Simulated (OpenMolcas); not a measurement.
Computed levels of 4s² 4p² in ions with 32 electrons, in cm-1 above ³P₀.

| Item | Value |
| --- | --- |
| Program | OpenMolcas |
| Method | SS-CASPT2, IPEA 0.25 Eh, imaginary shift 0.1 Eh |
| Basis | ANO-RCC-VQZP |
| Scalar Hamiltonian | DKH2, point nucleus |
| Spin-orbit coupling | RASSI with atomic mean-field integrals over the reference wave functions, term energies averaged over their components |

Active space for each ion: 4 electrons in 4 orbitals (4s 4p); closed shells correlated by CASPT2: 3d.

```json
{"Level": "³P₁", "As+": "932", "Br3+": "2300", "Kr4+": "3320"}
{"Level": "³P₂", "As+": "2240", "Br3+": "5010", "Kr4+": "6860"}
{"Level": "¹D₂", "As+": "9520", "Br3+": "15440", "Kr4+": "18760"}
{"Level": "¹S₀", "As+": "21270", "Br3+": "32340", "Kr4+": "37890"}
```

Problem. Estimate ³P₂, ¹D₂, ¹S₀ for Se2+ from its neighbours As+ and Br3+.

Solution. ³P₂ is fine structure, which grows about as the fourth power of a screened charge, so the fourth roots are averaged: ((2240^0.25 + 5010^0.25) / 2)^4 = 3418. The calculation gives 3490, so the estimate is off by -2.1 %; the measured value is 3937 (Moore, Atomic Energy Levels, vol. II, NSRDS-NBS 35 (1971 reprint of NBS Circular 467, 1952)).
¹D₂ is another term, which grows about linearly with the charge: (9520 + 15440) / 2 = 12480. The calculation gives 12360, so the estimate is off by +1.0 %; the measured value is 13032 (Moore, Atomic Energy Levels, vol. II, NSRDS-NBS 35 (1971 reprint of NBS Circular 467, 1952)).
¹S₀ is another term, which grows about linearly with the charge: (21270 + 32340) / 2 = 26805. The calculation gives 26850, so the estimate is off by -0.2 %.

CASPT2 breaks the degeneracy within a term, and the mean is taken; among the terms shown or strongly mixed into the levels shown the widest spread is 10 cm-1 (4s² 4p² ¹D, As+). Over all roots computed the reference weight is 0.85 to 0.98 in As+, 0.86 to 0.98 in Se2+, 0.86 to 0.98 in Br3+, 0.87 to 0.98 in Kr4+; the roots of lowest weight are the least certain, and an intruder state may touch them. Computed and measured levels are paired by configuration, term and J; levels that our copy of the source lacks, or whose pairing is in doubt (as where it misses far off the trend of its configuration), stay unpaired and out of the deviations. Levels of configurations outside the active space are missing.
